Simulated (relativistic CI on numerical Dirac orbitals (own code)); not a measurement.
## Crystal-field levels of Cu³⁺, 3d8

Calculated by Dirac-Coulomb-Breit CI, KLI orbitals optimised for each configuration, model QED, valence Slater integrals scaled by 0.8, one configuration in a parametric crystal field (own radial code).

Field parameters in Wybourne normalisation: Td as Oh with Dq negative (B⁴₀ = 21Dq, B⁴₄ = √(5/14) B⁴₀). The field is a parameter set, without covalency.

S and J are read from ⟨S²⟩ = S(S + 1) and ⟨J²⟩ = J(J + 1) of each level; they are not fictitious spins.

Td, 10Dq = -1800 cm⁻¹, the lowest 16 levels:

```
E (cm⁻¹)  Degeneracy  Irrep     S     J
     0.0           1     A1  1.00  4.00
     337           3     T1  1.00  3.93
     760           2      E  1.00  3.90
    1369           3     T2  1.00  3.63
    2871           3     T2  1.00  3.10
    2930           3     T1  1.00  3.09
    3269           1     A2  1.00  3.00
    3703           2      E  0.99  2.17
    5256           3     T2  0.99  2.46
   16499           3     T2  0.21  2.03
   17061           2      E  0.27  2.09
   20358           3     T2  0.92  2.01
   20487           2      E  0.88  2.05
   20885           3     T1  1.00  1.01
   21200           1     A1  1.00  0.03
   25007           3     T2  0.00  3.98
```

Td, 10Dq = -17950 cm⁻¹, the lowest 16 levels:

| E (cm⁻¹) | Degeneracy | Irrep | S | J |
| --- | --- | --- | --- | --- |
| 0.0 | 1 | A1 | 1.00 | 3.89 |
| 585 | 3 | T1 | 1.00 | 3.61 |
| 1662 | 2 | E | 1.00 | 2.99 |
| 1763 | 3 | T2 | 1.00 | 2.87 |
| 16546 | 3 | T2 | 0.70 | 3.07 |
| 17112 | 3 | T1 | 1.00 | 3.36 |
| 17148 | 2 | E | 0.98 | 3.25 |
| 17748 | 1 | A2 | 1.00 | 3.00 |
| 18397 | 2 | E | 0.06 | 3.05 |
| 18847 | 3 | T2 | 0.53 | 2.97 |
| 32863 | 3 | T2 | 0.98 | 2.13 |
| 32967 | 2 | E | 0.99 | 2.07 |
| 33676 | 1 | A1 | 0.87 | 1.45 |
| 33745 | 3 | T1 | 1.00 | 1.23 |
| 34953 | 3 | T2 | 0.88 | 3.20 |
| 35693 | 1 | A1 | 0.29 | 3.21 |

Td, 10Dq = -16500 cm⁻¹, the lowest 16 levels:

```
E (cm⁻¹)  Degeneracy  Irrep     S     J
     0.0           1     A1  1.00  3.90
     585           3     T1  1.00  3.62
    1662           2      E  1.00  3.02
    1774           3     T2  1.00  2.88
   15568           3     T2  0.87  3.14
   15756           3     T1  1.00  3.35
   15812           2      E  1.00  3.23
   16388           1     A2  1.00  3.00
   18425           2      E  0.03  3.02
   18464           3     T2  0.30  2.87
   31575           3     T2  0.98  2.18
   31688           2      E  0.99  2.07
   32338           3     T2  0.96  3.14
   32470           3     T1  1.00  1.21
   32539           1     A1  0.94  1.04
   35117           1     A1  0.16  3.43
```

Td, 10Dq = -15000 cm⁻¹, the lowest 10 levels:

```csv
E (cm⁻¹),Degeneracy,Irrep,S,J
0.0,1,A1,1.00,3.91
584,3,T1,1.00,3.64
1660,2,E,1.00,3.04
1785,3,T2,1.00,2.89
14349,3,T2,0.94,3.17
14362,3,T1,1.00,3.35
14433,2,E,1.00,3.21
14989,1,A2,1.00,3.00
18272,3,T2,0.17,2.79
18461,2,E,0.03,3.00
```

Td, 10Dq = -13550 cm⁻¹, the lowest 16 levels:

```tsv
E (cm⁻¹)	Degeneracy	Irrep	S	J
0.0	1	A1	1.00	3.93
583	3	T1	1.00	3.65
1654	2	E	1.00	3.07
1795	3	T2	1.00	2.90
13025	3	T1	1.00	3.34
13094	3	T2	0.96	3.19
13110	2	E	1.00	3.18
13645	1	A2	1.00	3.00
18159	3	T2	0.11	2.73
18492	2	E	0.03	2.96
26765	3	T2	0.99	3.14
29058	3	T2	0.98	2.11
29142	2	E	0.99	2.07
29925	3	T1	1.00	1.17
30119	1	A1	0.98	0.65
32993	3	T2	0.07	3.48
```

The free-ion ground term has S = 1. Every field shown keeps that spin.

Levels of this model without a field, named by their leading LS term (the scale mimics covalency, so terms lie below those of the real free ion): ³F4 0, ³F3 1807, ³F2 2989, ¹D2 15796, ³P2 19324, ³P1 19757, ³P0 20074, ¹G4 24469 cm⁻¹.
